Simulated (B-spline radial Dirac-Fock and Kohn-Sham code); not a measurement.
Cross section and asymmetry of the 4p1/2 subshell of In³⁺

System: the In³⁺ ion, [Kr] 4d10. The computed 4p1/2 threshold is 128.2 eV; without correlation, outer thresholds are uncertain by 1 to 2 eV.

Input file task.json (cfg lists n, l and occupation; rrms is the nuclear radius in fm):

```json
{"items": [{
  "Z": 49,
  "q": 3,
  "cfg": [[1, 0, 2], [2, 0, 2], [2, 1, 6], [3, 0, 2], [3, 1, 6], [3, 2, 10], [4, 0, 2], [4, 1, 6], [4, 2, 10]],
  "A": 115,
  "rrms": 4.6156,
  "do": ["binding", "quiet", "photo", "scan"],
  "hv": [71.5, 91.7, 184.0, 300, 400, 1253.6, 1486.9, 2910.0, 6000, 12000, 32000.0, 80000, 94200.0, 121000.0, 142000.0, 200000]
}]}
```

Run with: `python xray_run.py task.json out`

Level of theory: a relativistic central-field model (Hartree-Slater potential of the initial state, Latter tail, multipole expansion of the photon field, Dirac-Fock thresholds); a B-spline atomic structure program. Interchannel coupling and autoionising resonances are not included, so magnitudes near threshold are approximate.

Question: How do σ and β run from threshold to 400 eV kinetic energy?

Answer: The cross section shows no minimum in this range. It is largest at the lowest energy, 0.180 Mb. β ranges from -0.30 (at 27.4 eV) to 1.51.

| kinetic energy (eV) | σ (Mb) | β |
| --- | --- | --- |
| 1.5 | 0.180 | 0.27 |
| 1.9 | 0.178 | 0.25 |
| 2.3 | 0.177 | 0.23 |
| 2.9 | 0.175 | 0.20 |
| 3.7 | 0.173 | 0.17 |
| 4.6 | 0.170 | 0.13 |
| 5.7 | 0.166 | 0.09 |
| 7.2 | 0.162 | 0.04 |
| 9.0 | 0.158 | -0.02 |
| 11.2 | 0.153 | -0.09 |
| 14.0 | 0.147 | -0.15 |
| 17.5 | 0.141 | -0.22 |
| 21.9 | 0.135 | -0.27 |
| 27.4 | 0.129 | -0.30 |
| 34.2 | 0.123 | -0.29 |
| 42.8 | 0.119 | -0.22 |
| 53.5 | 0.115 | -0.09 |
| 66.9 | 0.112 | 0.09 |
| 83.7 | 0.109 | 0.31 |
| 104.7 | 0.106 | 0.55 |
| 130.9 | 0.102 | 0.77 |
| 163.6 | 0.0967 | 0.97 |
| 204.6 | 0.0889 | 1.14 |
| 255.8 | 0.0790 | 1.29 |
| 319.9 | 0.0679 | 1.41 |
| 400.0 | 0.0565 | 1.51 |
